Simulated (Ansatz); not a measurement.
The first iterations of a band of CH4SZn + FH (9 atoms, charge 0, multiplicity 1).

The calculation used UKS BLYP-D4/def2-SVP (Ansatz 0.2.0).

| Quantity | Value |
| --- | --- |
| movable images | 7 |
| climbing image | yes |
| spring | 5.0 eV/Å² |
| optimiser | quadratic models (default) |
| start path | through a guess of the saddle point |
| force threshold | 0.05 eV/Å |
| iteration limit | 60 |
| end points | relaxed |

First end point:

```xyz
9
Properties=species:S:1:pos:R:3
Zn -0.040 -0.383 0.047
S 0.111 -1.719 1.925
C -0.053 0.420 -1.737
H -0.543 0.247 2.214
F -0.718 1.069 1.703
H 1.421 -1.377 2.111
H -0.170 1.518 -1.647
H 0.889 0.203 -2.279
H -0.897 0.023 -2.337
```

Last end point:

```xyz
9
Properties=species:S:1:pos:R:3
Zn -0.396 0.637 0.146
S 0.175 -1.720 1.818
C -0.055 0.466 -1.759
H -0.371 -0.573 2.364
F -0.827 1.169 1.823
H 1.441 -1.256 2.021
H 0.071 1.460 -2.233
H 0.864 -0.130 -1.929
H -0.902 -0.054 -2.251
```

| iteration | highest image above the first end (eV) | largest band force component (eV/Å) |
| --- | --- | --- |
| 1 | 0.536 | 2.720 |
| 2 | 0.244 | 0.966 |
| 3 | 0.242 | 0.496 |

Question: Does the band converge within its limit, and where does its top end?

Answer: It converged. It ended after 9 iterations with the highest image 0.209 eV above the first end. A vibrational analysis at the climbing image gives one clearly imaginary mode, 395i cm⁻¹: a first-order saddle point. The orbitals stay closed-shell, which can raise the energy where a bond breaks towards radicals; this wasn't checked here.

The run took 3.3 min on 4 threads of Arm Neoverse N1, with other jobs on the host, peak memory 0.19 GiB.
